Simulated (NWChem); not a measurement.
## Atomisation of H₄AlF₂N

```
N
H 1 1.0228
H 1 1.0241 2 108.21
H 1 1.0241 2 108.21 3 -116.65
Al 1 2.0474 2 115.67 3 121.74
F 5 1.6838 1 96.70 2 -122.10
F 5 1.6840 6 114.73 3 100.66
H 5 1.5795 6 118.15 3 -112.64
```
Charge 0, spin multiplicity 1.

Program: NWChem. The geometry was optimised at B3LYP/def2-SVP, a minimum by its harmonic frequencies.

Basis set: def2-TZVP. The atomisation energy is electronic alone: no zero-point, thermal, spin-orbit or counterpoise terms. No value is extrapolated to the basis-set limit. Free atoms are single determinants with multiplicities Al 2, H 2, F 2, N 4. Correlated methods freeze the same cores in atoms and molecule, 8 orbitals in all.

B3LYP has NWChem's definition, with VWN1-RPA local correlation. The structure started from a generated list of species. The stability of the SCF solutions was not checked. Open-shell Hartree-Fock references start from PBE0 orbitals.

One of these methods gave an atomisation energy of 687.8 kcal/mol. Which?
A) BP86
B) PBE
C) PBE0
D) MP2

B, PBE. The others give 673.1 (PBE0), 679.5 (MP2), 697.1 (BP86).
